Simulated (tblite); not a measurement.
Species: C7H11NS.
SMILES with atom numbers: `[CH2:1]=[CH:2][C:3](=[CH2:4])[CH2:5][NH:6][C:7]([CH3:8])=[S:9]` (hydrogens: H10, H11 on C1; H12 on C2; H13, H14 on C4; H15, H16 on C5; H17 on N6; H18, H19, H20 on C8)

Cartesian coordinates in Å at the GFN2-xTB level; atoms count from 1:
```
atom  x, y, z in Å
C1     1.7083    1.2300    0.1551
C2     2.0108   -0.0220    0.4786
C3     1.3517   -1.2221   -0.0194
C4     1.8161   -2.4331    0.2881
C5     0.1208   -1.0691   -0.8751
N6    -0.9709   -0.5034   -0.1146
C7    -1.7202    0.5383   -0.4945
C8    -2.7662    0.9732    0.4854
S9    -1.5143    1.3098   -1.9310
H10    2.2590    2.0578    0.5686
H11    0.9225    1.4888   -0.5332
H12    2.8268   -0.2110    1.1652
H13    2.6951   -2.5636    0.8958
H14    1.3479   -3.3327   -0.0738
H15   -0.1778   -2.0471   -1.2696
H16    0.3088   -0.3981   -1.7179
H17   -1.1490   -0.9218    0.7876
H18   -3.3784    1.7559    0.0477
H19   -3.4038    0.1351    0.7663
H20   -2.2926    1.3616    1.3879
```

Computed values, GFN2-xTB/tblite, gas phase, harmonic and unscaled. This tight-binding method is rough: wavenumbers can miss measured ones by several per cent, in bad cases by 10 to 20. One conformer, not necessarily the lowest.

Harmonic wavenumbers (cm⁻¹): 34.1, 58.5, 63.8, 88.5, 132.5, 184.5, 219.0, 307.9, 335.7, 404.4, 443.7, 456.8, 497.1, 510.5, 538.1, 658.8, 746.0, 767.9, 835.1, 890.8, 905.5, 940.9, 968.6, 993.3, 999.5, 1015.0, 1037.8, 1115.1, 1136.9, 1201.8, 1286.8, 1295.6, 1296.1, 1347.6, 1386.4, 1408.8, 1418.5, 1452.9, 1457.7, 1468.0, 1476.5, 1666.8, 1672.7, 2923.2, 2961.4, 2992.1, 3003.2, 3048.8, 3067.0, 3105.9, 3112.8, 3132.2, 3138.9, 3411.5.

A = 2272, B = 812.3, C = 757.8 MHz; mass 141.061 u (most abundant isotopes); point group C1, symmetry number 1.

Question: Zero-point energy?

Answer: Half the sum of the wavenumbers: 35510 cm⁻¹ = 424.79 kJ/mol.

Question: Give the ideal-gas entropy at 500 K and 1 bar in the rigid-rotor, harmonic-oscillator model (classical rotation).

Answer: Translation 181.33, rotation 131.22, vibration 235.63: S = 548.2 J/(mol K).

Question: And Cp and H(500 K) − H(0)?

Answer: Cp = 250.91 J/(mol K), of which vibrations give 217.66 (their classical limit is 54 R = 449.0); H(500 K) − H(0) = 74.34 kJ/mol without the zero-point energy, 57.71 from vibrations.

Question: How do the functions run with temperature in this model?

Answer: 
```json
{"T (K)": "150", "S (J/(mol K))": "347.5", "Cp (J/(mol K))": "106.4", "H − H(0) (kJ/mol)": "10.90", "G − H(0) (kJ/mol)": "-41.22", "ln q(vib)": "4.28"}
{"T (K)": "250", "S (J/(mol K))": "411.8", "Cp (J/(mol K))": "149.5", "H − H(0) (kJ/mol)": "23.67", "G − H(0) (kJ/mol)": "-79.27", "ln q(vib)": "7.32"}
{"T (K)": "298.15", "S (J/(mol K))": "439.9", "Cp (J/(mol K))": "170.9", "H − H(0) (kJ/mol)": "31.38", "G − H(0) (kJ/mol)": "-99.78", "ln q(vib)": "8.73"}
{"T (K)": "400", "S (J/(mol K))": "496.3", "Cp (J/(mol K))": "214.2", "H − H(0) (kJ/mol)": "51.03", "G − H(0) (kJ/mol)": "-147.49", "ln q(vib)": "11.65"}
{"T (K)": "600", "S (J/(mol K))": "596.7", "Cp (J/(mol K))": "281.3", "H − H(0) (kJ/mol)": "101.00", "G − H(0) (kJ/mol)": "-257.01", "ln q(vib)": "17.20"}
{"T (K)": "900", "S (J/(mol K))": "724.0", "Cp (J/(mol K))": "345.6", "H − H(0) (kJ/mol)": "195.85", "G − H(0) (kJ/mol)": "-455.76", "ln q(vib)": "24.96"}
```

q(vib) and H(0) count from the zero-point level.

Question: Which modes carry the vibrational entropy at 500 K?

Answer: 34.1 cm⁻¹: 27.62; 58.5 cm⁻¹: 23.14; 63.8 cm⁻¹: 22.42; 88.5 cm⁻¹: 19.71; 132.5 cm⁻¹: 16.38; 184.5 cm⁻¹: 13.68 J/(mol K); the other 48 give 112.68 together.

Hindered rotation and anharmonicity are outside this model. Other conformers, if any are populated, would add a mixing term that is left out. The structure is chiral; the term R ln 2 for an equal mix with its mirror image is left out.

Run on one thread, x86-64 server, shared host. The figure is for the frequency step alone.
